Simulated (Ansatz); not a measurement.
The same molecule with X = Si, Ge, Sn. Ansatz, PBE0-D4/def2-TZVP geometries, multiplicity 1.

Elements past krypton have def2 core potentials. Scalar relativity is left out up to krypton.

```json
{"X": "Ge", "molecule": "`[Cl][Ge]([Cl])([Cl])[I]`", "mean X–Cl bond length / Å": "2.124", "mean X–I bond length / Å": "2.477", "size of the dipole moment (PBE/def2-TZVPP) / D": "0.98", "LUMO energy (PBE0/def2-TZVPP) / eV": "-2.68", "HOMO energy (ωB97M-V/def2-TZVPP) / eV": "-10.57"}
{"X": "Sn", "molecule": "`[Cl][Sn]([Cl])([Cl])[I]`", "mean X–Cl bond length / Å": "2.297", "mean X–I bond length / Å": "2.635", "size of the dipole moment (PBE/def2-TZVPP) / D": "1.38", "LUMO energy (PBE0/def2-TZVPP) / eV": "-3.35", "HOMO energy (ωB97M-V/def2-TZVPP) / eV": "-10.71"}
```

Problem. Give the row for X = Si, `Cl[Si](Cl)(Cl)I`. (An estimate is asked.)

Solution. Ansatz gave: 
```json
{"X": "Si", "molecule": "`Cl[Si](Cl)(Cl)I`", "mean X–Cl bond length / Å": "2.027", "mean X–I bond length / Å": "2.410", "size of the dipole moment (PBE/def2-TZVPP) / D": "0.43", "LUMO energy (PBE0/def2-TZVPP) / eV": "-1.46", "HOMO energy (ωB97M-V/def2-TZVPP) / eV": "-10.37"}
```

From Si to Sn the mean X–Cl bond length rises at each step, by 0.270 Å in all; the mean X–I bond length rises at each step, by 0.225 Å in all; the LUMO energy (PBE0/def2-TZVPP) falls at each step, by 1.89 eV in all; the HOMO energy (ωB97M-V/def2-TZVPP) falls at each step, by 0.34 eV in all. Bonds lengthen as the atom grows down the group. Dipoles are sizes alone, and their direction can turn along the series.

Spin–orbit coupling is left out; it splits and shifts lone-pair levels of the heavy atoms by tenths of an eV.
